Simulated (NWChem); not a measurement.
System: ZnS; SMILES [S]=[Zn]

The following NWChem deck was run.

```
start job
memory heap 200 mb stack 900 mb global 1100 mb
geometry units angstroms
  Zn     0.021214    -0.011494    -0.675960
  S     -0.043274     0.023446     1.378883
end
basis spherical
  * library def2-tzvp
end
dft
  xc pbe0
  disp vdw 4
  iterations 150
end
driver
  maxiter 120
end
task dft optimize
task dft freq
```

Output (shortened):

```
             Northwest Computational Chemistry Package (NWChem) 7.3.0
             --------------------------------------------------------

 ORDER OF PRIMARY AXIS IS BEING SET TO 4
 C4V symmetry detected

                             Geometry "geometry" -> ""
                             -------------------------

 Output coordinates in angstroms (scale by  1.889725989 to convert to a.u.)

  No.       Tag          Charge          X              Y              Z
 ---- ---------------- ---------- -------------- -------------- --------------
    1 Zn                  30.0000     0.00000000     0.00000000    -0.71518315
    2 S                   16.0000     0.00000000     0.00000000     1.34096841

 Effective nuclear repulsion energy (a.u.)     123.5342198402

      Symmetry information
      --------------------

 Group name             C4v
 Group number             18
 Group order               8
 No. of unique centers     2

                                Z-matrix (autoz)
                                --------

 Units are Angstrom for bonds and degrees for angles

      Type          Name      I     J     K     L     M      Value
      ----------- --------  ----- ----- ----- ----- ----- ----------
    1 Stretch                  1     2                       2.05615

                           NWChem Geometry Optimization
                           ----------------------------

 maximum gradient threshold         (gmax) =   0.000450
 rms gradient threshold             (grms) =   0.000300
 maximum cartesian step threshold   (xmax) =   0.001800
 rms cartesian step threshold       (xrms) =   0.001200
 fixed trust radius                (trust) =   0.300000
 source of zmatrix                         =   autoz

          -------------------
          Energy Minimization
          -------------------

 Using diagonal initial Hessian
 Scaling for Hessian diagonals: bonds = 1.00  angles = 0.25  torsions = 0.10

          --------
          Step   0

                                 NWChem DFT Module
                                 -----------------

 Summary of "ao basis" -> "ao basis" (spherical)
 ------------------------------------------------------------------------------
       Tag                 Description            Shells   Functions and Types
 ---------------- ------------------------------  ------  ---------------------
 Zn                        def2-tzvp                16       48   6s5p4d1f
 S                         def2-tzvp                13       37   5s5p2d1f

      Symmetry analysis of basis
      --------------------------

        a1         29
        a2          0
        b1          8
        b2          8
        e          40

            General Information
            -------------------
          SCF calculation type: DFT
          Wavefunction type:  closed shell.
          No. of atoms     :     2
          No. of electrons :    46
           Alpha electrons :    23
            Beta electrons :    23
          Charge           :     0
          Spin multiplicity:     1
          Use of symmetry is: on ; symmetry adaption is: on
          Maximum number of iterations: 150
          AO basis - number of functions:    85
                     number of shells:    29
          Convergence on energy requested:  1.00D-06
          Convergence on density requested:  1.00D-05
          Convergence on gradient requested:  5.00D-04

              XC Information
              --------------
                         PBE0 Method XC Functional
                     Hartree-Fock (Exact) Exchange  0.250
          PerdewBurkeErnzerhof Exchange Functional  0.750
            Perdew 1991 LDA Correlation Functional  1.000 local
           PerdewBurkeErnz. Correlation Functional  1.000 non-local

             Grid Information
             ----------------
          Grid used for XC integration:  medium
          Radial quadrature: Mura-Knowles
          Angular quadrature: Lebedev.
          Tag              B.-S. Rad. Rad. Pts. Rad. Cut. Ang. Pts.
          ---              ---------- --------- --------- ---------
          Zn                  1.35      112           8.0       590
          S                   1.00       88          10.0       590
          Grid pruning is: on
          Number of quadrature shells:   200
          Spatial weights used:  Erf1

           DFT-D3BJ Model
          s6 scale factor  :        1.000000000000
          s8 scale factor  :        1.217700000000
          a1 parameter     :        0.414500000000
          a2 parameter     :        4.859300000000
              vdW contrib  :       -0.001225342137

      Superposition of Atomic Density Guess
      -------------------------------------

 Sum of atomic energies:       -2175.28656118

      Non-variational initial energy
      ------------------------------

 Total energy =   -2175.471342
 1-e energy   =   -3279.943009
 2-e energy   =     980.937447
 HOMO         =      -0.314651
 LUMO         =      -0.131942

      Symmetry analysis of molecular orbitals - initial
      -------------------------------------------------

 !! scf_movecs_sym_adapt:   16 vectors were symmetry contaminated

  Symmetry fudging

 !! scf_movecs_sym_adapt:   12 vectors were symmetry contaminated

[...]

      ----------------------
      Optimization converged
      ----------------------

  Step       Energy      Delta E   Gmax     Grms     Xrms     Xmax
  ---- ---------------- -------- -------- -------- -------- --------
@    1   -2177.17220611 -3.7D-08  0.00000  0.00000  0.00001  0.00002
                                     ok       ok       ok       ok

                                Z-matrix (autoz)
                                --------

 Units are Angstrom for bonds and degrees for angles

      Type          Name      I     J     K     L     M      Value     Gradient
      ----------- --------  ----- ----- ----- ----- ----- ---------- ----------
    1 Stretch                  1     2                       2.05614    0.00000

                         Geometry "geometry" -> "geometry"
                         ---------------------------------

 Output coordinates in angstroms (scale by  1.889725989 to convert to a.u.)

  No.       Tag          Charge          X              Y              Z
 ---- ---------------- ---------- -------------- -------------- --------------
    1 Zn                  30.0000     0.00000000     0.00000000    -0.71517492
    2 S                   16.0000     0.00000000     0.00000000     1.34096018

 Effective nuclear repulsion energy (a.u.)     123.5352089412

      Symmetry information
      --------------------

 Group name             C4v
 Group number             18
 Group order               8
 No. of unique centers     2

                Final and change from initial internal coordinates
                --------------------------------------------------

                                Z-matrix (autoz)
                                --------

 Units are Angstrom for bonds and degrees for angles

      Type          Name      I     J     K     L     M      Value       Change
      ----------- --------  ----- ----- ----- ----- ----- ---------- ----------
    1 Stretch                  1     2                       2.05614   -0.00002

 ==============================================================================
                                internuclear distances
 ------------------------------------------------------------------------------
       center one      |      center two      | atomic units |  angstroms
 ------------------------------------------------------------------------------
    2 S                |   1 Zn               |     3.88553  |     2.05614
 ------------------------------------------------------------------------------
                         number of included internuclear distances:          1
 ==============================================================================

[second-derivative integrals and response iterations left out]

  Vibrational analysis via the FX method

  See chapter 2 in "Molecular Vibrations" by Wilson, Decius and Cross

  Vib: Default input used

[...]

 Rotational Constants
 --------------------
 A=   0.000000 cm-1  (  0.000000 K)
 B=   0.187090 cm-1  (  0.269175 K)
 C=   0.187090 cm-1  (  0.269175 K)

 Temperature                      =   298.15K
 frequency scaling parameter      =   1.0000

 Linear Molecule

 Zero-Point correction to Energy  =    0.661 kcal/mol  (  0.001053 au)
 Thermal correction to Energy     =    2.300 kcal/mol  (  0.003666 au)
 Thermal correction to Enthalpy   =    2.892 kcal/mol  (  0.004609 au)

 Total Entropy                    =   56.245 cal/mol-K
   - Translational                =   39.576 cal/mol-K (mol. weight =  95.9012)
   - Rotational                   =   15.910 cal/mol-K (symmetry #  =        1)
   - Vibrational                  =    0.759 cal/mol-K

 Cv (constant volume heat capacity) =    6.299 cal/mol-K
   - Translational                  =    2.979 cal/mol-K
   - Rotational                     =    1.986 cal/mol-K
   - Vibrational                    =    1.333 cal/mol-K

[normal modes left out]

 ----------------------------------------------------------------------------
 Normal Eigenvalue ||           Projected Infra Red Intensities
  Mode   [cm**-1]  || [atomic units] [(debye/angs)**2] [(KM/mol)] [arbitrary]
 ------ ---------- || -------------- ----------------- ---------- -----------
    1       -0.000 ||    0.000000           0.000         0.000       0.000
    2        0.000 ||    0.004871           0.112         4.748       8.421
    3        0.000 ||    0.004871           0.112         4.748       8.421
    4        0.000 ||    0.009740           0.225         9.495      16.838
    5        0.000 ||    0.009740           0.225         9.495      16.838
    6      462.337 ||    0.005485           0.127         5.347       9.482
 ----------------------------------------------------------------------------
```

Level: PBE0-D3(BJ)/def2-TZVP.
